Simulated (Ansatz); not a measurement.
A short molecular-dynamics run on (I2In-mu-H)3 (In₃H₃I₆).

```yaml
crystal:
  periodic: [false, false, false]
  atoms:
    - {symbol: In, position_ang: [0.199637, 2.040160, -0.188160]}
    - {symbol: I, position_ang: [2.070919, 3.618013, -1.289073]}
    - {symbol: I, position_ang: [-2.066543, 2.806043, 1.034500]}
    - {symbol: H, position_ang: [1.058173, 0.823359, 1.002238]}
    - {symbol: In, position_ang: [0.809752, -0.954933, 1.652550]}
    - {symbol: I, position_ang: [3.085090, -2.281180, 1.130800]}
    - {symbol: I, position_ang: [-0.496796, -0.809269, 3.990264]}
    - {symbol: H, position_ang: [-0.462839, -1.436594, 0.314918]}
    - {symbol: In, position_ang: [-0.955963, -1.072953, -1.492931]}
    - {symbol: I, position_ang: [0.689495, -2.484923, -3.078333]}
    - {symbol: I, position_ang: [-3.635101, -0.967382, -1.605251]}
    - {symbol: H, position_ang: [-0.295815, 0.719649, -1.471522]}
basis:
  gaussian: {orbitals: def2-SVP}
hamiltonian: {xc: {name: r2SCAN}, dispersion: d3bjatm}
md: {timestep: 0.5 fs, n_steps: 15, ensemble: nvt_nose_hoover, temperature: 300, initial_velocities: maxwell_boltzmann, seed: 108}
scf: {omitted_lower_state_checks: [starts]}
```

```sh
$ ansatz run in.yaml --threads 2 --pin off --events-out ev --progress --plain --max-ram 32768MiB --backend cuda --devices 0, --max-vram 18GiB
```

```json
{"step": "0", "time (fs)": "0.0", "potential energy (eV)": "-64209.2991", "kinetic (eV)": "0.3878", "T (K)": "300", "conserved (eV)": "-64208.9113"}
{"step": "1", "time (fs)": "0.5", "potential energy (eV)": "-64209.2996", "kinetic (eV)": "0.3883", "T (K)": "300", "conserved (eV)": "-64208.9113"}
{"step": "2", "time (fs)": "1.0", "potential energy (eV)": "-64209.2985", "kinetic (eV)": "0.3872", "T (K)": "300", "conserved (eV)": "-64208.9113"}
{"step": "3", "time (fs)": "1.5", "potential energy (eV)": "-64209.2959", "kinetic (eV)": "0.3847", "T (K)": "298", "conserved (eV)": "-64208.9113"}
{"step": "4", "time (fs)": "2.0", "potential energy (eV)": "-64209.2919", "kinetic (eV)": "0.3807", "T (K)": "295", "conserved (eV)": "-64208.9113"}
{"step": "5", "time (fs)": "2.5", "potential energy (eV)": "-64209.2867", "kinetic (eV)": "0.3755", "T (K)": "290", "conserved (eV)": "-64208.9112"}
{"step": "6", "time (fs)": "3.0", "potential energy (eV)": "-64209.2805", "kinetic (eV)": "0.3693", "T (K)": "286", "conserved (eV)": "-64208.9112"}
{"step": "7", "time (fs)": "3.5", "potential energy (eV)": "-64209.2735", "kinetic (eV)": "0.3623", "T (K)": "280", "conserved (eV)": "-64208.9112"}
{"step": "8", "time (fs)": "4.0", "potential energy (eV)": "-64209.2660", "kinetic (eV)": "0.3549", "T (K)": "275", "conserved (eV)": "-64208.9112"}
{"step": "9", "time (fs)": "4.5", "potential energy (eV)": "-64209.2584", "kinetic (eV)": "0.3472", "T (K)": "269", "conserved (eV)": "-64208.9112"}
{"step": "10", "time (fs)": "5.0", "potential energy (eV)": "-64209.2507", "kinetic (eV)": "0.3396", "T (K)": "263", "conserved (eV)": "-64208.9112"}
{"step": "11", "time (fs)": "5.5", "potential energy (eV)": "-64209.2433", "kinetic (eV)": "0.3322", "T (K)": "257", "conserved (eV)": "-64208.9111"}
{"step": "12", "time (fs)": "6.0", "potential energy (eV)": "-64209.2364", "kinetic (eV)": "0.3253", "T (K)": "252", "conserved (eV)": "-64208.9111"}
{"step": "13", "time (fs)": "6.5", "potential energy (eV)": "-64209.2301", "kinetic (eV)": "0.3190", "T (K)": "247", "conserved (eV)": "-64208.9111"}
{"step": "14", "time (fs)": "7.0", "potential energy (eV)": "-64209.2244", "kinetic (eV)": "0.3133", "T (K)": "242", "conserved (eV)": "-64208.9111"}
{"step": "15", "time (fs)": "7.5", "potential energy (eV)": "-64209.2194", "kinetic (eV)": "0.3083", "T (K)": "239", "conserved (eV)": "-64208.9111"}
```

Velocities are drawn at the set temperature; a run this short doesn't reach equilibrium.

In the def2 sets I, In take a core potential; there is no spin–orbit coupling.

Frames (Å, forces in eV/Å):

```xyz
12
time=0.0 fs
In    0.200    2.040   -0.188   -0.003    0.012    0.002
I     2.071    3.618   -1.289   -0.145   -0.121    0.087
I    -2.067    2.806    1.034    0.160   -0.041   -0.088
H     1.058    0.823    1.002   -0.057   -0.030   -0.049
In    0.810   -0.955    1.653   -0.008    0.005   -0.009
I     3.085   -2.281    1.131   -0.162    0.093    0.055
I    -0.497   -0.809    3.990    0.104   -0.023   -0.161
H    -0.463   -1.437    0.315    0.039    0.046   -0.027
In   -0.956   -1.073   -1.493    0.002    0.001    0.008
I     0.689   -2.485   -3.078   -0.140    0.106    0.109
I    -3.635   -0.967   -1.605    0.207   -0.025   -0.001
H    -0.296    0.720   -1.472    0.004   -0.024    0.075
12
time=0.5 fs
In    0.201    2.040   -0.189   -0.038    0.019   -0.025
I     2.070    3.619   -1.289   -0.135   -0.110    0.081
I    -2.067    2.806    1.035    0.166   -0.044   -0.094
H     1.053    0.828    0.996   -0.036   -0.076   -0.012
In    0.810   -0.956    1.652    0.013    0.042    0.000
I     3.084   -2.281    1.132   -0.154    0.091    0.053
I    -0.496   -0.809    3.989    0.101   -0.022   -0.159
H    -0.451   -1.425    0.309    0.010    0.020   -0.023
In   -0.956   -1.074   -1.493    0.005    0.050   -0.017
I     0.689   -2.485   -3.078   -0.133    0.096    0.102
I    -3.635   -0.967   -1.605    0.209   -0.027    0.002
H    -0.290    0.723   -1.481   -0.009   -0.040    0.092
12
time=1.0 fs
In    0.202    2.040   -0.189   -0.073    0.027   -0.052
I     2.069    3.620   -1.288   -0.125   -0.098    0.075
I    -2.067    2.806    1.035    0.173   -0.046   -0.101
H     1.048    0.833    0.991   -0.013   -0.121    0.026
In    0.809   -0.957    1.652    0.033    0.077    0.009
I     3.083   -2.281    1.133   -0.145    0.088    0.052
I    -0.496   -0.809    3.988    0.099   -0.021   -0.157
H    -0.440   -1.412    0.304   -0.019   -0.005   -0.019
In   -0.956   -1.076   -1.493    0.007    0.098   -0.042
I     0.688   -2.485   -3.078   -0.126    0.086    0.095
I    -3.634   -0.967   -1.604    0.211   -0.029    0.005
H    -0.285    0.725   -1.490   -0.022   -0.055    0.109
12
time=1.5 fs
In    0.204    2.040   -0.189   -0.108    0.036   -0.081
I     2.069    3.621   -1.288   -0.115   -0.087    0.069
I    -2.067    2.807    1.035    0.179   -0.049   -0.107
H     1.043    0.838    0.985    0.011   -0.164    0.064
In    0.809   -0.957    1.652    0.053    0.110    0.020
I     3.083   -2.281    1.134   -0.136    0.085    0.051
I    -0.495   -0.809    3.987    0.096   -0.020   -0.155
H    -0.428   -1.400    0.298   -0.048   -0.030   -0.017
In   -0.955   -1.077   -1.494    0.009    0.144   -0.066
I     0.688   -2.485   -3.079   -0.120    0.075    0.088
I    -3.634   -0.966   -1.603    0.214   -0.031    0.008
H    -0.280    0.728   -1.499   -0.034   -0.069    0.126
12
time=2.0 fs
In    0.205    2.041   -0.190   -0.144    0.046   -0.109
I     2.068    3.622   -1.287   -0.106   -0.076    0.063
I    -2.067    2.807    1.035    0.186   -0.052   -0.114
H     1.038    0.842    0.979    0.034   -0.206    0.102
In    0.809   -0.958    1.651    0.073    0.141    0.032
I     3.082   -2.281    1.135   -0.127    0.082    0.049
I    -0.495   -0.809    3.986    0.093   -0.020   -0.152
H    -0.417   -1.388    0.293   -0.076   -0.054   -0.014
In   -0.955   -1.079   -1.494    0.010    0.188   -0.090
I     0.687   -2.485   -3.079   -0.113    0.065    0.081
I    -3.633   -0.966   -1.603    0.215   -0.033    0.011
H    -0.275    0.731   -1.507   -0.046   -0.082    0.142
12
time=2.5 fs
In    0.207    2.041   -0.190   -0.179    0.055   -0.137
I     2.067    3.623   -1.287   -0.096   -0.065    0.058
I    -2.067    2.807    1.035    0.192   -0.055   -0.120
H     1.033    0.846    0.974    0.058   -0.244    0.137
In    0.809   -0.959    1.651    0.091    0.169    0.044
I     3.081   -2.280    1.136   -0.118    0.079    0.048
I    -0.494   -0.809    3.985    0.090   -0.019   -0.150
H    -0.406   -1.376    0.287   -0.103   -0.077   -0.012
In   -0.955   -1.080   -1.494    0.011    0.230   -0.114
I     0.687   -2.485   -3.079   -0.106    0.055    0.074
I    -3.633   -0.966   -1.602    0.217   -0.035    0.014
H    -0.270    0.733   -1.516   -0.058   -0.093    0.158
12
time=3.0 fs
In    0.208    2.041   -0.190   -0.213    0.065   -0.164
I     2.066    3.625   -1.287   -0.086   -0.054    0.052
I    -2.067    2.807    1.035    0.199   -0.057   -0.126
H     1.029    0.849    0.969    0.081   -0.279    0.171
In    0.809   -0.960    1.651    0.108    0.194    0.057
I     3.080   -2.280    1.137   -0.109    0.075    0.046
I    -0.494   -0.809    3.984    0.087   -0.018   -0.147
H    -0.395   -1.365    0.281   -0.128   -0.100   -0.010
In   -0.955   -1.082   -1.494    0.010    0.270   -0.136
I     0.686   -2.485   -3.079   -0.099    0.044    0.067
I    -3.632   -0.966   -1.602    0.219   -0.037    0.017
H    -0.265    0.735   -1.524   -0.069   -0.103    0.173
12
time=3.5 fs
In    0.209    2.041   -0.191   -0.246    0.073   -0.189
I     2.066    3.626   -1.286   -0.076   -0.044    0.047
I    -2.067    2.808    1.035    0.206   -0.060   -0.132
H     1.024    0.851    0.964    0.103   -0.309    0.202
In    0.808   -0.961    1.650    0.124    0.217    0.070
I     3.079   -2.280    1.138   -0.099    0.071    0.045
I    -0.493   -0.809    3.983    0.083   -0.018   -0.144
H    -0.384   -1.353    0.276   -0.153   -0.121   -0.008
In   -0.954   -1.083   -1.495    0.009    0.307   -0.157
I     0.685   -2.485   -3.079   -0.092    0.034    0.059
I    -3.632   -0.965   -1.601    0.220   -0.039    0.019
H    -0.260    0.737   -1.531   -0.079   -0.112    0.189
12
time=4.0 fs
In    0.211    2.041   -0.191   -0.278    0.079   -0.212
I     2.065    3.627   -1.286   -0.067   -0.034    0.042
I    -2.067    2.808    1.035    0.213   -0.063   -0.138
H     1.020    0.853    0.960    0.123   -0.333    0.229
In    0.808   -0.961    1.650    0.139    0.237    0.082
I     3.079   -2.280    1.139   -0.090    0.067    0.043
I    -0.493   -0.809    3.982    0.080   -0.018   -0.140
H    -0.374   -1.342    0.270   -0.175   -0.142   -0.005
In   -0.954   -1.084   -1.495    0.008    0.342   -0.178
I     0.685   -2.485   -3.079   -0.086    0.024    0.052
I    -3.632   -0.965   -1.600    0.221   -0.040    0.022
H    -0.255    0.739   -1.538   -0.088   -0.119    0.203
12
time=4.5 fs
In    0.212    2.041   -0.192   -0.307    0.082   -0.232
I     2.064    3.628   -1.285   -0.057   -0.024    0.037
I    -2.068    2.808    1.035    0.220   -0.066   -0.143
H     1.016    0.854    0.956    0.141   -0.351    0.252
In    0.808   -0.962    1.650    0.151    0.254    0.095
I     3.078   -2.280    1.140   -0.080    0.062    0.042
I    -0.493   -0.809    3.981    0.076   -0.018   -0.137
H    -0.364   -1.331    0.264   -0.196   -0.162   -0.002
In   -0.954   -1.086   -1.495    0.005    0.375   -0.197
I     0.684   -2.485   -3.079   -0.079    0.014    0.044
I    -3.631   -0.965   -1.600    0.222   -0.042    0.024
H    -0.251    0.740   -1.545   -0.096   -0.124    0.218
12
time=5.0 fs
In    0.213    2.041   -0.192   -0.335    0.083   -0.248
I     2.063    3.629   -1.285   -0.048   -0.015    0.033
I    -2.068    2.808    1.035    0.228   -0.069   -0.149
H     1.012    0.854    0.953    0.156   -0.363    0.269
In    0.808   -0.963    1.649    0.163    0.268    0.107
I     3.077   -2.280    1.141   -0.070    0.056    0.040
I    -0.492   -0.809    3.980    0.072   -0.018   -0.133
H    -0.354   -1.321    0.258   -0.215   -0.181    0.003
In   -0.954   -1.087   -1.495    0.002    0.404   -0.216
I     0.684   -2.485   -3.079   -0.072    0.004    0.036
I    -3.631   -0.964   -1.599    0.223   -0.043    0.026
H    -0.247    0.741   -1.551   -0.104   -0.127    0.231
12
time=5.5 fs
In    0.215    2.041   -0.192   -0.359    0.080   -0.260
I     2.063    3.630   -1.285   -0.039   -0.007    0.029
I    -2.068    2.808    1.035    0.236   -0.072   -0.154
H     1.008    0.853    0.951    0.168   -0.367    0.282
In    0.808   -0.964    1.649    0.172    0.280    0.119
I     3.076   -2.279    1.142   -0.060    0.050    0.038
I    -0.492   -0.809    3.978    0.067   -0.019   -0.128
H    -0.345   -1.310    0.253   -0.231   -0.198    0.009
In   -0.954   -1.089   -1.496   -0.003    0.431   -0.233
I     0.683   -2.485   -3.079   -0.064   -0.005    0.028
I    -3.630   -0.964   -1.599    0.223   -0.045    0.027
H    -0.243    0.742   -1.556   -0.110   -0.129    0.244
12
time=6.0 fs
In    0.216    2.041   -0.193   -0.382    0.074   -0.268
I     2.062    3.631   -1.284   -0.030    0.001    0.025
I    -2.068    2.809    1.036    0.245   -0.075   -0.159
H     1.006    0.852    0.949    0.177   -0.363    0.288
In    0.807   -0.965    1.649    0.179    0.288    0.130
I     3.075   -2.279    1.143   -0.050    0.044    0.037
I    -0.491   -0.809    3.977    0.062   -0.019   -0.123
H    -0.337   -1.301    0.247   -0.246   -0.215    0.017
In   -0.953   -1.090   -1.496   -0.008    0.455   -0.249
I     0.682   -2.485   -3.079   -0.057   -0.015    0.020
I    -3.630   -0.964   -1.598    0.224   -0.046    0.029
H    -0.239    0.742   -1.561   -0.115   -0.129    0.256
12
time=6.5 fs
In    0.217    2.042   -0.193   -0.401    0.063   -0.271
I     2.061    3.632   -1.284   -0.021    0.009    0.021
I    -2.068    2.809    1.036    0.254   -0.079   -0.164
H     1.003    0.849    0.948    0.183   -0.351    0.288
In    0.807   -0.965    1.648    0.185    0.294    0.139
I     3.074   -2.279    1.144   -0.040    0.037    0.035
I    -0.491   -0.809    3.976    0.057   -0.021   -0.118
H    -0.329   -1.292    0.241   -0.257   -0.231    0.026
In   -0.953   -1.091   -1.496   -0.014    0.477   -0.263
I     0.682   -2.485   -3.079   -0.050   -0.024    0.011
I    -3.629   -0.964   -1.597    0.223   -0.047    0.030
H    -0.236    0.742   -1.565   -0.119   -0.127    0.267
12
time=7.0 fs
In    0.219    2.042   -0.194   -0.418    0.049   -0.269
I     2.060    3.633   -1.283   -0.012    0.016    0.018
I    -2.068    2.809    1.036    0.263   -0.083   -0.169
H     1.001    0.846    0.947    0.185   -0.332    0.282
In    0.807   -0.966    1.648    0.189    0.297    0.148
I     3.074   -2.279    1.145   -0.030    0.029    0.033
I    -0.490   -0.809    3.975    0.052   -0.022   -0.113
H    -0.322   -1.283    0.236   -0.267   -0.246    0.037
In   -0.953   -1.093   -1.497   -0.021    0.495   -0.277
I     0.681   -2.485   -3.079   -0.043   -0.033    0.002
I    -3.629   -0.963   -1.597    0.223   -0.048    0.030
H    -0.233    0.742   -1.569   -0.122   -0.123    0.276
12
time=7.5 fs
In    0.220    2.042   -0.194   -0.432    0.030   -0.263
I     2.060    3.634   -1.283   -0.003    0.022    0.015
I    -2.068    2.809    1.036    0.272   -0.086   -0.173
H     0.999    0.841    0.948    0.184   -0.305    0.270
In    0.807   -0.967    1.648    0.191    0.298    0.156
I     3.073   -2.279    1.146   -0.019    0.021    0.031
I    -0.490   -0.808    3.974    0.046   -0.023   -0.106
H    -0.316   -1.275    0.230   -0.274   -0.260    0.050
In   -0.953   -1.094   -1.497   -0.029    0.512   -0.289
I     0.681   -2.485   -3.079   -0.036   -0.042   -0.006
I    -3.628   -0.963   -1.596    0.222   -0.048    0.031
H    -0.230    0.742   -1.572   -0.124   -0.119    0.285
```

Hardware: 2 threads of AMD EPYC 7R13 on a shared host and a share (18 GiB) of an NVIDIA H100 80GB HBM3. Wall time 49 s, peak host memory 0.99 GiB.
